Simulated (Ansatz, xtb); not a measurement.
## C5H7GeP: which of two isomers lies lower

Structure X is `[GeH3][C]1=CC=CP=C1`, a singlet and structure Y is `[GeH3][C]1=CC=PC=C1`, a singlet. Both are isolated molecules in the gas phase, relaxed with B3LYP/def2-SVP.

Quicker runs give these differences E(Y) − E(X): GFN2-xTB −0.13 kcal/mol; HF/STO-3G −0.44 kcal/mol (at GFN2-xTB geometries); r2SCAN-D4/def2-SVP +0.05 kcal/mol (at GFN2-xTB geometries).

Question: Estimate E(Y) − E(X) at the level CCSD(T)/def2-SVP + ΔMP2/def2-TZVPP.

Answer: CCSD(T)/def2-SVP + ΔMP2/def2-TZVPP gives E(Y) − E(X) = +0.01 kcal/mol, slightly favouring structure X, which is too small a margin to settle the true order.

The same difference at several levels:

```json
{"level": "GFN2-xTB", "geometry": "GFN2-xTB", "E(Y) − E(X) (kcal/mol)": "−0.13", "departure from the last row (kcal/mol)": "−0.14", "job, with rough time for the two": "optimisation, 0.41 s"}
{"level": "HF/STO-3G", "geometry": "GFN2-xTB", "E(Y) − E(X) (kcal/mol)": "−0.44", "departure from the last row (kcal/mol)": "−0.45", "job, with rough time for the two": "single point, 2.6 s"}
{"level": "r2SCAN-D4/def2-SVP", "geometry": "GFN2-xTB", "E(Y) − E(X) (kcal/mol)": "+0.05", "departure from the last row (kcal/mol)": "+0.04", "job, with rough time for the two": "single point, 13 s"}
{"level": "B3LYP/def2-SVP", "geometry": "B3LYP/def2-SVP", "E(Y) − E(X) (kcal/mol)": "+0.05", "departure from the last row (kcal/mol)": "+0.03", "job, with rough time for the two": "optimisation, 2.2 min"}
{"level": "HF/def2-SVP", "geometry": "B3LYP/def2-SVP", "E(Y) − E(X) (kcal/mol)": "−0.10", "departure from the last row (kcal/mol)": "−0.11", "job, with rough time for the two": "part of the CCSD(T) run"}
{"level": "MP2/def2-SVP", "geometry": "B3LYP/def2-SVP", "E(Y) − E(X) (kcal/mol)": "+0.03", "departure from the last row (kcal/mol)": "+0.02", "job, with rough time for the two": "part of the CCSD(T) run"}
{"level": "CCSD(T)/def2-SVP", "geometry": "B3LYP/def2-SVP", "E(Y) − E(X) (kcal/mol)": "0.00", "departure from the last row (kcal/mol)": "−0.01", "job, with rough time for the two": "single point"}
{"level": "CCSD(T)/def2-SVP + ΔMP2/def2-TZVPP", "geometry": "B3LYP/def2-SVP", "E(Y) − E(X) (kcal/mol)": "+0.01", "departure from the last row (kcal/mol)": "", "job, with rough time for the two": "single point, 5.1 min"}
```

As drawn, both hold the same kinds of bond in the same numbers.

The largest departure from CCSD(T)/def2-SVP + ΔMP2/def2-TZVPP is that of HF/STO-3G, 0.45 kcal/mol. A small imaginary or near-zero mode remains, so no thermal terms are given. The last row adds to CCSD(T) the change of the MP2 difference between the two basis sets, here +0.01 kcal/mol.

The correlated steps freeze 19 core orbitals; the filled d shell of Ge is correlated, in a basis made for valence electrons. Programs: Ansatz 0.2.0, xtb 6.7.1; the last row on 2 threads of Intel(R) Xeon(R) Processor @ 2.50GHz (Skylake/Cascade Lake) on a shared host.
